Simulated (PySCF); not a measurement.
HfOBr2, SMILES [O]=[Hf]([Br])[Br], multiplicity 1.

Geometry: B3LYP-D3(BJ)/def2-SVP. The multiplicity is an assumed one; other spin states were not compared. The def2 effective core potentials stand for the cores of Hf; spin–orbit coupling is left out.

These are TDA-ωB97X/def2-SVPD (PySCF) values and carry that method's errors.

Vertical excitations. Gas-phase values at a fixed geometry. State labels are in the subgroup Cs.

Problem. Estimate the UV-visible absorptions. (An estimate is asked for; the answer gives what the named calculation found.)

Solution. 
```csv
state,symmetry,energy (eV),λ (nm),f,main pairs
S1,A",4.15,299,0.000,HOMO→LUMO 71 %
S2,A',4.32,287,0.003,"HOMO−1→LUMO 73 %, HOMO−6→LUMO 18 %"
S3,A',4.64,267,0.011,HOMO−5→LUMO 81 %
S4,A",4.89,254,0.018,HOMO−2→LUMO 82 %
S5,A',5.10,243,0.005,HOMO→LUMO+1 84 %
S6,A",5.20,238,0.000,"HOMO−4→LUMO 39 %, HOMO−1→LUMO+1 38 %, HOMO→LUMO 7 %"
S7,A',5.20,238,0.040,HOMO−3→LUMO 74 %
S8,A",5.24,237,0.006,"HOMO−1→LUMO+1 41 %, HOMO−4→LUMO 31 %"
S9,A',5.41,229,0.003,"HOMO−6→LUMO 67 %, HOMO−1→LUMO 15 %"
S10,A",5.68,218,0.001,"HOMO−5→LUMO+1 65 %, HOMO−7→LUMO 14 %, HOMO−3→LUMO+1 12 %"
T1,A",4.11,302,0,HOMO→LUMO 71 %
T2,A',4.21,294,0,"HOMO−1→LUMO 69 %, HOMO−6→LUMO 21 %"
T3,A',4.57,271,0,HOMO−5→LUMO 80 %
T4,A",4.87,254,0,"HOMO−2→LUMO 79 %, HOMO→LUMO 12 %"
```
Triplets are in the Tamm–Dancoff approximation.
